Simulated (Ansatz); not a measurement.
Cost and result for the atomization energy of BH₈NSSi₂ (13 atoms, 13 bonds).

```xyz
13

B     1.370   -0.444   -0.423
Si    0.259    1.133   -0.202
N     0.735    2.514    0.653
S     0.014   -0.780    1.092
Si   -1.424   -1.821   -0.105
H     1.173   -1.199   -1.332
H     2.458   -0.393    0.078
H    -1.099    1.386   -0.737
H     1.666    2.608    1.022
H     0.086    3.164    1.064
H    -0.895   -3.174   -0.396
H    -1.646   -1.080   -1.372
H    -2.695   -1.916    0.657
```

Charge 0, multiplicity 1. The bonds changed during the relaxation, so this is another structure than the one it started from. All single points use the PBE0-D4/def2-TZVP geometry. It is one conformer, not always the lowest. Program: Ansatz. All runs use 4 threads of an Intel Xeon 6975P-C on a shared host. Times are those of one run each, without the atoms' runs, and a repeat can differ threefold. Electronic energies, without spin–orbit coupling; frozen cores. CCSD(T)/CBS adds CCSD(T) − MP2 in def2-TZVPP to the MP2 limit, and its time is that of the two runs behind it. T1 = 0.012. B3LYP takes the VWN-RPA correlation (the form of Gaussian; ORCA's B3LYP/G). HSE06 is the plane-wave form, built on full-range PBE exchange.

CCSD(T)/CBS is a level of theory with its own doubt, some kJ/mol a heavy atom from the limit and from the frozen cores, so smaller differences don't rank the functionals.

```csv
level,functions,wall time
LDA (SPW92)/def2-TZVPP,300,1.4 s
BLYP-D4/def2-TZVPP,300,1.9 s
PBE-D4/def2-TZVPP (with forces),300,2.7 s
CCSD(T)/def2-SVP,122,3.5 s
HSE06-D4/def2-TZVPP,300,3.6 s
r2SCANh-D4/def2-TZVPP,300,4.6 s
B3LYP-D4/def2-TZVPP (with forces),300,5.5 s
B2PLYP/def2-TZVPP,300,6 s
B97M-V/def2-TZVPP,300,6.5 s
ωB97X-V/def2-TZVPP,300,7 s
MP2/def2-QZVPP,564,19 s
CCSD(T)/def2-TZVPP,300,2.7 min
CCSD(T)/CBS(def2),–,3 min
```

What atomization energy does each give, and how far from CCSD(T)/CBS? (Best estimate.)

Computed: 
| level | atomization (kcal/mol) | difference from CCSD(T)/CBS | per bond |
| --- | --- | --- | --- |
| LDA (SPW92)/def2-TZVPP | 1129.9 | 129.4 | 10.0 |
| BLYP-D4/def2-TZVPP | 995.7 | -4.8 | -0.4 |
| PBE-D4/def2-TZVPP (with forces) | 1009.7 | 9.2 | 0.7 |
| CCSD(T)/def2-SVP | 925.0 | -75.5 | -5.8 |
| HSE06-D4/def2-TZVPP | 1000.0 | -0.5 | 0.0 |
| r2SCANh-D4/def2-TZVPP | 1000.8 | 0.3 | 0.0 |
| B3LYP-D4/def2-TZVPP (with forces) | 1002.4 | 1.9 | 0.1 |
| B2PLYP/def2-TZVPP | 986.5 | -14.0 | -1.1 |
| B97M-V/def2-TZVPP | 1010.4 | 9.9 | 0.8 |
| ωB97X-V/def2-TZVPP | 1009.6 | 9.1 | 0.7 |
| MP2/def2-QZVPP | 995.2 | -5.3 | -0.4 |
| CCSD(T)/def2-TZVPP | 971.0 | -29.5 | -2.3 |
| CCSD(T)/CBS(def2) | 1000.5 | 0.0 | 0.0 |

In def2-TZVPP, CCSD(T) changes the Hartree–Fock value by +242.4 kcal/mol (the triples alone add +14.4 kcal/mol) and MP2 by +249.1 kcal/mol; breaking electron pairs costs correlation energy, which Hartree–Fock lacks. At CCSD(T), def2-SVP lies −75.4 kcal/mol from the extrapolated value and def2-TZVPP −29.4 kcal/mol: correlation converges slowly with the basis, and small sets miss more of it in the bonded molecule than in its fragments. The D4 term adds +14.1 kcal/mol with B3LYP and +7.4 kcal/mol with PBE0; it sums over pairs of atoms, weighted by their polarisabilities, and B3LYP, whose exchange is more repulsive, gets the larger term.
